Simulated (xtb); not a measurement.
xtb input:

```bash
xtb mol.xyz --gfn 2 --sp --chrg 0 --uhf 0
```
mol.xyz:
```
14

C     -2.12111203     0.92514078     0.33471755
C     -1.12963774     0.04767193     0.18144618
C     -1.32142954    -1.44048308     0.24247119
C      0.25930458     0.57113988    -0.06349197
O      0.49286851     1.76252836    -0.14504211
Si     1.76241909    -0.64138470    -0.26065134
H     -1.92054438     1.98710520     0.28061164
H     -3.14003780     0.60670199     0.51526561
H     -0.72145678    -1.88791226     1.03928970
H     -2.36477144    -1.69234339     0.42722873
H     -1.01995506    -1.92003753    -0.69246502
H      1.92018798    -1.46917757     0.95974191
H      1.54339155    -1.55189912    -1.41057605
H      2.96361922     0.18590475    -0.48049877
```

Problem. Predict the final energy.

Solution. -18.38080 Eh (GFN2-xTB).
